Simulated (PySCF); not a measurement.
Ligands exchanged one at a time, B H-SiH3. All species are isolated molecules in the gas phase. Strings in code marks are SMILES.

The S1 excitation (TDA) from two functionals at the same geometries (B3LYP-D3(BJ)/def2-TZVP), both in PySCF: PBE-D3(BJ)/def2-TZVP and TPSSh-D3(BJ)/def2-TZVP. Excitations are Tamm–Dancoff values on a coarser integration grid. The basis has no diffuse functions, so Rydberg states are missing or too high.

```tsv
species	PBE-D3(BJ)/def2-TZVP (eV)	TPSSh-D3(BJ)/def2-TZVP (eV)
1 of 3 H replaced by SiH3 (`B[SiH3]`)	4.10	4.45
2 of 3 H replaced by SiH3	3.35	3.62
3 of 3 H replaced by SiH3 (`[SiH3]B([SiH3])[SiH3]`)	3.04	3.31
```

Over these rows, drawn at random from the members with no instability flagged (it was tested for open shells, ions and some series alone), PBE minus TPSSh-D3(BJ): mean -0.30 eV, from -0.35 eV to -0.27 eV.
